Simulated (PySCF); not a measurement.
Can point charges reproduce the dipole moment of `CO[SiH2][SiH2]F`?

Coordinates (GFN2-xTB, Å) and charges (e) from the PBE0/pcSseg-1 density (PySCF):

```csv
atom,x,y,z,Mulliken,IAO,Hirshfeld,ESP-fitted
C1,-2.200,-0.274,0.384,-0.0026,-0.1976,-0.0311,-0.1681
O2,-0.808,-0.292,0.399,-0.6512,-0.6476,-0.2323,-0.3407
Si3,0.204,0.460,-0.627,+0.5242,+0.7038,+0.3169,+0.4091
Si4,2.206,-0.200,0.254,+0.6686,+0.8084,+0.3468,+0.4006
F5,3.314,0.499,-0.698,-0.4479,-0.5576,-0.2239,-0.2948
H6,-2.560,-0.886,1.212,+0.1205,+0.1556,+0.0510,+0.1145
H7,-2.583,-0.678,-0.556,+0.1000,+0.1308,+0.0427,+0.1058
H8,-2.576,0.745,0.499,+0.1000,+0.1308,+0.0427,+0.1059
H9,-0.072,1.910,-0.639,-0.0989,-0.1381,-0.0829,-0.0939
H10,-0.081,0.044,-2.014,-0.0989,-0.1382,-0.0829,-0.0940
H11,2.575,-1.614,0.178,-0.1069,-0.1252,-0.0735,-0.0722
H12,2.583,0.285,1.582,-0.1069,-0.1252,-0.0734,-0.0722
```

Task: What dipole does each set of charges give (1 e·Å = 4.803 D), and what does the density give?

Result: The full density gives (-2.64, -0.38, 0.53) D, 2.72 D in size; dipole vectors point from the negative to the positive end.

```json
{"scheme": "Mulliken", "μx": "-3.51", "μy": "-0.37", "μz": "0.52", "size (D)": "3.57", "share of the full size (%)": "131", "angle to the full dipole (°)": "4"}
{"scheme": "IAO", "μx": "-3.18", "μy": "-0.51", "μz": "0.70", "size (D)": "3.29", "share of the full size (%)": "121", "angle to the full dipole (°)": "1"}
{"scheme": "Hirshfeld", "μx": "-1.79", "μy": "-0.31", "μz": "0.44", "size (D)": "1.87", "share of the full size (%)": "69", "angle to the full dipole (°)": "3"}
{"scheme": "ESP-fitted", "μx": "-2.70", "μy": "-0.36", "μz": "0.51", "size (D)": "2.77", "share of the full size (%)": "102", "angle to the full dipole (°)": "1"}
```

Task: Which set comes closest?

Result: Length of the difference vector: ESP-fitted 0.07 D, IAO 0.58 D, Hirshfeld 0.85 D, Mulliken 0.87 D. Closest: ESP-fitted. The schemes that divide the density aren't constrained to reproduce the dipole.

Task: What is left for the Hirshfeld atoms' own dipoles?

Result: The shares of the density sum to the whole, so what Σ q r misses lies in dipoles about the nuclei. The atomic dipoles sum to (-2.64, -0.38, 0.53) − (-1.79, -0.31, 0.44) = (-0.85, -0.07, 0.09) D, 0.85 D in size.

Task: With the origin at the mean of the coordinates, (0.000, 0.000, -0.002) Å, which are the largest single terms, by size, of the IAO dipole along the direction of the full one?

Result: F5 +9.17, Si4 -8.02, O2 -2.81, C1 -2.14, H6 +2.13 D; all 12 atoms together +3.29 D. The single terms depend on the origin, their sum doesn't.

Task: Give the size of the full dipole in other units.

Result: 2.72 D = 1.069 au = 0.566 e·Å = 9.06 × 10⁻³⁰ C·m.

Geometry: GFN2-xTB, one conformer, isolated molecule.

Shape of the structure used: `[CH3:1][O:2][SiH2:3][SiH2:4][F:5]`: C1–O2–Si3–Si4 180°, O2–Si3–Si4–F5 180°.
